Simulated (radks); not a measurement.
Question: Br I, 35 electrons, occupied as [Ar] 3d10 4s2 4p5 (the NIST ground configuration). Calculated with a radial shooting solver on a logarithmic mesh with Libxc functionals: Dirac Kohn-Sham, PBE, spin-unpolarised, spherical densities, finite nucleus; open shells fill j = l - 1/2 first; Fermi nuclear charge, rms radius 4.1629 fm. Some entries of the table are withheld. Estimate them.

| orbital | occ. | eigenvalue (hartree) | <r^2> (bohr^2) |
|---|---|---|---|
| 1s1/2 | 2 | -489.2502 | 0.002461 |
| 2s1/2 | 2 | -63.65646 | 0.04230 |
| 2p1/2 | 2 | (1) | (2) |
| 2p3/2 | 4 | (3) | (4) |
| 3s1/2 | 2 | -8.74329 | 0.3498 |
| 3p1/2 | 2 | -6.54113 | 0.3637 |
| 3p3/2 | 4 | -6.28998 | 0.3773 |
| 3d3/2 | 4 | -2.47264 | (5) |
| 3d5/2 | 6 | -2.43276 | (6) |
| 4s1/2 | 2 | -0.73854 | 3.224 |
| 4p1/2 | 2 | -0.30025 | (7) |
| 4p3/2 | 3 | -0.28206 | (8) |

Answer: 
(1) 2p1/2 eigenvalue (hartree): -57.32247
(2) 2p1/2 <r^2> (bohr^2): 0.03252
(3) 2p3/2 eigenvalue (hartree): -55.57677
(4) 2p3/2 <r^2> (bohr^2): 0.03396
(5) 3d3/2 <r^2> (bohr^2): 0.4292
(6) 3d5/2 <r^2> (bohr^2): 0.4352
(7) 4p1/2 <r^2> (bohr^2): 5.077
(8) 4p3/2 <r^2> (bohr^2): 5.328
